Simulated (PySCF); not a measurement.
Parent: `[CH:1]1=[CH:2][C:3]2([CH:4]=[CH:5]1)[CH:6]=[CH:7][CH:8]=[CH:9]2`, C9H8.

Method: PBE0-D3(BJ)/def2-SVP geometry optimisation, gas phase (PySCF). One conformer each, not checked by frequencies here.

```json
{"coordinate of the parent": "C1=C2", "value": "1.347 Å"}
{"coordinate of the parent": "C2–C3", "value": "1.513 Å"}
{"coordinate of the parent": "C3–C4", "value": "1.513 Å"}
{"coordinate of the parent": "C4=C5", "value": "1.347 Å"}
{"coordinate of the parent": "C3–C6", "value": "1.513 Å"}
{"coordinate of the parent": "C6=C7", "value": "1.347 Å"}
{"coordinate of the parent": "C7–C8", "value": "1.467 Å"}
{"coordinate of the parent": "C8=C9", "value": "1.347 Å"}
{"coordinate of the parent": "C1–C5", "value": "1.467 Å"}
{"coordinate of the parent": "C3–C9", "value": "1.513 Å"}
{"coordinate of the parent": "C2–C1–C5", "value": "109.2°"}
{"coordinate of the parent": "C1–C2–C3", "value": "109.7°"}
{"coordinate of the parent": "C2–C3–C4", "value": "102.2°"}
{"coordinate of the parent": "C2–C3–C6", "value": "113.2°"}
{"coordinate of the parent": "C2–C3–C9", "value": "113.2°"}
{"coordinate of the parent": "C4–C3–C6", "value": "113.2°"}
{"coordinate of the parent": "C4–C3–C9", "value": "113.3°"}
{"coordinate of the parent": "C6–C3–C9", "value": "102.2°"}
{"coordinate of the parent": "C3–C4–C5", "value": "109.7°"}
{"coordinate of the parent": "C1–C5–C4", "value": "109.2°"}
{"coordinate of the parent": "C3–C6–C7", "value": "109.7°"}
{"coordinate of the parent": "C6–C7–C8", "value": "109.2°"}
{"coordinate of the parent": "C7–C8–C9", "value": "109.2°"}
{"coordinate of the parent": "C3–C9–C8", "value": "109.7°"}
```

Problem. How does the shared frame change in `[F:1][C:2]1=[CH:3][C:4]2([CH:5]=[CH:6][CH:7]=[CH:8]2)[CH:9]=[CH:10]1`, C9H7F? Atoms pair as C1 = C2, C2 = C3, C3 = C4, C4 = C9, C5 = C10, C6 = C5, C7 = C6, C8 = C7, C9 = C8 (parent first).

Solution. 
```csv
parent,relative,value in the relative,change
C1=C2,C2=C3,1.344 Å,-0.003
C2–C3,C3–C4,1.509 Å,-0.004
C3–C4,C4–C9,1.517 Å,+0.004
C4=C5,C9=C10,1.344 Å,-0.003
C3–C6,C4–C5,1.514 Å,+0.001
C6=C7,C5=C6,1.346 Å,-0.001
C7–C8,C6–C7,1.468 Å,+0.001
C8=C9,C7=C8,1.346 Å,-0.001
C1–C5,C2–C10,1.463 Å,-0.004
C3–C9,C4–C8,1.514 Å,+0.001
C2–C1–C5,C3–C2–C10,111.8°,+2.6
C1–C2–C3,C2–C3–C4,107.6°,-2.1
C2–C3–C4,C3–C4–C9,103.1°,+0.9
C2–C3–C6,C3–C4–C5,114.0°,+0.8
C2–C3–C9,C3–C4–C8,114.3°,+1.1
C4–C3–C6,C9–C4–C5,111.7°,-1.5
C4–C3–C9,C9–C4–C8,111.8°,-1.5
C6–C3–C9,C5–C4–C8,102.3°,+0.1
C3–C4–C5,C4–C9–C10,110.0°,+0.3
C1–C5–C4,C2–C10–C9,107.6°,-1.6
C3–C6–C7,C4–C5–C6,109.6°,-0.1
C6–C7–C8,C5–C6–C7,109.3°,+0.1
C7–C8–C9,C6–C7–C8,109.3°,+0.1
C3–C9–C8,C4–C8–C7,109.5°,-0.2
```

Of the parent's bonds, C1–C2, C2–C3, C3–C4, C4–C5 and C1–C5 change most and about equally (-0.004 to +0.004 Å). Bonds of the relative outside the shared frame: F1–C2 1.324 Å. Point group D2d → Cs.

Problem. How does the shared frame change in `[SiH3:1][C:2]1=[CH:3][C:4]2([CH:5]=[CH:6][CH:7]=[CH:8]2)[CH:9]=[CH:10]1`, C9H10Si? Atoms pair as C1 = C2, C2 = C3, C3 = C4, C4 = C9, C5 = C10, C6 = C5, C7 = C6, C8 = C7, C9 = C8 (parent first).

Solution. 
```csv
parent,relative,value in the relative,change
C1=C2,C2=C3,1.354 Å,+0.007
C2–C3,C3–C4,1.512 Å,-0.001
C3–C4,C4–C9,1.510 Å,-0.003
C4=C5,C9=C10,1.346 Å,-0.001
C3–C6,C4–C5,1.513 Å,0.000
C6=C7,C5=C6,1.347 Å,0.000
C7–C8,C6–C7,1.467 Å,0.000
C8=C9,C7=C8,1.347 Å,0.000
C1–C5,C2–C10,1.477 Å,+0.010
C3–C9,C4–C8,1.513 Å,0.000
C2–C1–C5,C3–C2–C10,107.6°,-1.6
C1–C2–C3,C2–C3–C4,110.7°,+1.0
C2–C3–C4,C3–C4–C9,102.0°,-0.2
C2–C3–C6,C3–C4–C5,112.7°,-0.5
C2–C3–C9,C3–C4–C8,112.5°,-0.7
C4–C3–C6,C9–C4–C5,113.9°,+0.7
C4–C3–C9,C9–C4–C8,113.8°,+0.5
C6–C3–C9,C5–C4–C8,102.3°,+0.1
C3–C4–C5,C4–C9–C10,109.6°,-0.1
C1–C5–C4,C2–C10–C9,110.0°,+0.8
C3–C6–C7,C4–C5–C6,109.6°,-0.1
C6–C7–C8,C5–C6–C7,109.2°,0.0
C7–C8–C9,C6–C7–C8,109.4°,+0.2
C3–C9–C8,C4–C8–C7,109.5°,-0.2
```

Of the parent's bonds, C1–C5 changes most (+0.010 Å). Bonds of the relative outside the shared frame: Si1–C2 1.873 Å.

Problem. How does the shared frame change in `[Br:1][C:2]1=[CH:3][CH:4]=[CH:5][C:6]12[CH:7]=[CH:8][CH:9]=[CH:10]2`, C9H7Br? Atoms pair as C1 = C3, C2 = C2, C3 = C6, C4 = C5, C5 = C4, C6 = C7, C7 = C8, C8 = C9, C9 = C10 (parent first).

Solution. 
```csv
parent,relative,value in the relative,change
C1=C2,C3=C2,1.348 Å,+0.001
C2–C3,C2–C6,1.514 Å,+0.001
C3–C4,C6–C5,1.513 Å,0.000
C4=C5,C5=C4,1.347 Å,0.000
C3–C6,C6–C7,1.513 Å,0.000
C6=C7,C7=C8,1.346 Å,-0.001
C7–C8,C8–C9,1.468 Å,+0.001
C8=C9,C9=C10,1.346 Å,-0.001
C1–C5,C3–C4,1.465 Å,-0.002
C3–C9,C6–C10,1.513 Å,0.000
C2–C1–C5,C2–C3–C4,108.2°,-1.0
C1–C2–C3,C3–C2–C6,110.8°,+1.1
C2–C3–C4,C2–C6–C5,101.4°,-0.8
C2–C3–C6,C2–C6–C7,113.5°,+0.3
C2–C3–C9,C2–C6–C10,113.5°,+0.3
C4–C3–C6,C5–C6–C7,113.3°,+0.1
C4–C3–C9,C5–C6–C10,113.2°,-0.1
C6–C3–C9,C7–C6–C10,102.5°,+0.3
C3–C4–C5,C6–C5–C4,109.9°,+0.2
C1–C5–C4,C3–C4–C5,109.8°,+0.6
C3–C6–C7,C6–C7–C8,109.4°,-0.3
C6–C7–C8,C7–C8–C9,109.3°,+0.1
C7–C8–C9,C8–C9–C10,109.3°,+0.1
C3–C9–C8,C6–C10–C9,109.4°,-0.3
```

No shared bond changes by more than 0.004 Å. Bonds of the relative outside the shared frame: Br1–C2 1.861 Å. Point group D2d → Cs.

Problem. How does the shared frame change in `[CH3:1][O:2][C:3]1=[CH:4][CH:5]=[CH:6][C:7]12[CH:8]=[CH:9][CH:10]=[CH:11]2` with C1–O2–C3–C4 0°, C10H10O? Atoms pair as C1 = C4, C2 = C3, C3 = C7, C4 = C6, C5 = C5, C6 = C8, C7 = C9, C8 = C10, C9 = C11 (parent first).

Solution. 
```json
{"parent": "C1=C2", "relative": "C4=C3", "value in the relative": "1.356 Å", "change": "+0.009"}
{"parent": "C2–C3", "relative": "C3–C7", "value in the relative": "1.516 Å", "change": "+0.003"}
{"parent": "C3–C4", "relative": "C7–C6", "value in the relative": "1.515 Å", "change": "+0.002"}
{"parent": "C4=C5", "relative": "C6=C5", "value in the relative": "1.347 Å", "change": "0.000"}
{"parent": "C3–C6", "relative": "C7–C8", "value in the relative": "1.511 Å", "change": "-0.002"}
{"parent": "C6=C7", "relative": "C8=C9", "value in the relative": "1.346 Å", "change": "-0.001"}
{"parent": "C7–C8", "relative": "C9–C10", "value in the relative": "1.468 Å", "change": "+0.001"}
{"parent": "C8=C9", "relative": "C10=C11", "value in the relative": "1.346 Å", "change": "-0.001"}
{"parent": "C1–C5", "relative": "C4–C5", "value in the relative": "1.465 Å", "change": "-0.002"}
{"parent": "C3–C9", "relative": "C7–C11", "value in the relative": "1.511 Å", "change": "-0.002"}
{"parent": "C2–C1–C5", "relative": "C3–C4–C5", "value in the relative": "107.7°", "change": "-1.5"}
{"parent": "C1–C2–C3", "relative": "C4–C3–C7", "value in the relative": "110.8°", "change": "+1.1"}
{"parent": "C2–C3–C4", "relative": "C3–C7–C6", "value in the relative": "101.6°", "change": "-0.6"}
{"parent": "C2–C3–C6", "relative": "C3–C7–C8", "value in the relative": "113.4°", "change": "+0.2"}
{"parent": "C2–C3–C9", "relative": "C3–C7–C11", "value in the relative": "113.4°", "change": "+0.2"}
{"parent": "C4–C3–C6", "relative": "C6–C7–C8", "value in the relative": "113.2°", "change": "0.0"}
{"parent": "C4–C3–C9", "relative": "C6–C7–C11", "value in the relative": "113.2°", "change": "-0.1"}
{"parent": "C6–C3–C9", "relative": "C8–C7–C11", "value in the relative": "102.5°", "change": "+0.3"}
{"parent": "C3–C4–C5", "relative": "C7–C6–C5", "value in the relative": "109.4°", "change": "-0.3"}
{"parent": "C1–C5–C4", "relative": "C4–C5–C6", "value in the relative": "110.6°", "change": "+1.4"}
{"parent": "C3–C6–C7", "relative": "C7–C8–C9", "value in the relative": "109.4°", "change": "-0.3"}
{"parent": "C6–C7–C8", "relative": "C8–C9–C10", "value in the relative": "109.3°", "change": "+0.1"}
{"parent": "C7–C8–C9", "relative": "C9–C10–C11", "value in the relative": "109.3°", "change": "+0.1"}
{"parent": "C3–C9–C8", "relative": "C7–C11–C10", "value in the relative": "109.4°", "change": "-0.3"}
```

Of the parent's bonds, C1–C2 changes most (+0.009 Å). Bonds of the relative outside the shared frame: C1–O2 1.403, O2–C3 1.331 Å. Point group D2d → Cs.
